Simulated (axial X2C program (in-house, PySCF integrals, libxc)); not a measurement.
## Potential curves of Mo₂, with spin–orbit coupling

Calculated with an axial X2C code built on PySCF integrals. Two-component (2c) means X2C with spin–orbit coupling and atomic mean-field two-electron Coulomb and Gaunt terms. Basis: Mo dyall-cv3z [11s12p9d5f3g] (cores contracted in-house); Gaussian nuclei, density fitting, unrestricted open shells. Masses: Mo 97.905 u.

State: Ω = 5 (⟨Sz⟩ = 4.99, ⟨Lz⟩ = 0.01 at PBE0). Energies in kJ/mol from the fragments at the same level (Mo + Mo). Fits are polynomials in 1 − R0/R over 0.85 to 1.23 times the lowest point R0.

```json
{"R (Å)": "2.5804", "PBE0": "33.23", "CCSD": "", "CCSD(T)": "", "HF": "191.69"}
{"R (Å)": "2.6991", "PBE0": "6.81", "CCSD": "12.08", "CCSD(T)": "-5.51", "HF": "150.73"}
{"R (Å)": "2.7880", "PBE0": "-4.23", "CCSD": "-3.53", "CCSD(T)": "-20.61", "HF": "130.36"}
{"R (Å)": "2.8770", "PBE0": "-9.71", "CCSD": "-12.63", "CCSD(T)": "-29.22", "HF": "116.60"}
{"R (Å)": "2.9660", "PBE0": "-10.95", "CCSD": "-16.74", "CCSD(T)": "-32.89", "HF": "107.98"}
{"R (Å)": "3.0698", "PBE0": "-8.47", "CCSD": "-16.87", "CCSD(T)": "-32.55", "HF": "102.82"}
{"R (Å)": "3.1736", "PBE0": "-2.98", "CCSD": "-13.36", "CCSD(T)": "-28.64", "HF": "101.58"}
{"R (Å)": "3.3071", "PBE0": "6.98", "CCSD": "-5.25", "CCSD(T)": "-20.12", "HF": "104.06"}
{"R (Å)": "3.4702", "PBE0": "21.70", "CCSD": "", "CCSD(T)": "", "HF": "111.17"}
{"R (Å)": "3.7075", "PBE0": "44.97", "CCSD": "", "CCSD(T)": "", "HF": "125.90"}
```

Correlated methods: 12 electrons correlated (number of frozen shells: Mo 4 s, 3 p, 1 d), 388 virtual spin orbitals or spinors in MP2, 110 natural virtuals in coupled cluster.

The state is a single determinant with fixed occupations, the lowest that a limited PBE0 search found. Dissociation energies refer to the lowest single-determinant-based atoms at the same level and basis. Density functionals use the spin component along the axis (collinear). CCSD and (T) use frozen natural virtuals with an MP2 correction for the truncation; (T) itself is uncorrected, so its De runs slightly low. Other states lie close and PBE0, whose exact exchange favours high spin, may order them wrongly; the determinant shown need not be the ground state. The nearest other 2c determinant of the search, Ω = 6, lies 0.34 eV up at the distance of the search. With several unpaired electrons one determinant need not be a pure state. Open-shell Ω = 0 determinants with evenly filled partner blocks cannot be reached by this program, so the Ω shown need not be the lowest component. The determinant is spin-polarised beyond a pure state at some levels (its spin-free form has ⟨S²⟩ too high), which makes Re and μ there less reliable. With the outer-core shells frozen, correlated bond lengths of heavy atoms tend to come out a few hundredths of an ångström too long. Coupled cluster ran on the points near the minimum only. MP2 and coupled cluster on one determinant become unreliable at the stretched end.

Q: What are Re, ωe and De at the PBE0 level?

A: At PBE0, 2c: Re = 2.952 Å, ωe ≈ 155 cm⁻¹, De = 0.11 eV to Mo + Mo; Be follows as 0.0395 cm⁻¹.

Q: Fit the CCSD curve near its minimum: give the equilibrium distance, the harmonic wavenumber and the well depth.

A: At CCSD, 2c: Re = 3.019 Å, ωe ≈ 151 cm⁻¹, De = 0.18 eV to Mo + Mo; Be follows as 0.0378 cm⁻¹.

Q: What are Re, ωe and De at the CCSD(T) level?

A: At CCSD(T), 2c: Re = 3.008 Å, ωe ≈ 153 cm⁻¹, De = 0.34 eV to Mo + Mo; Be follows as 0.0381 cm⁻¹.

Q: Fit the HF curve near its minimum: give the equilibrium distance, the harmonic wavenumber and the well depth.

A: At HF, 2c: Re = 3.161 Å, ωe ≈ 125 cm⁻¹, De = -1.05 eV to Mo + Mo; Be follows as 0.0345 cm⁻¹.
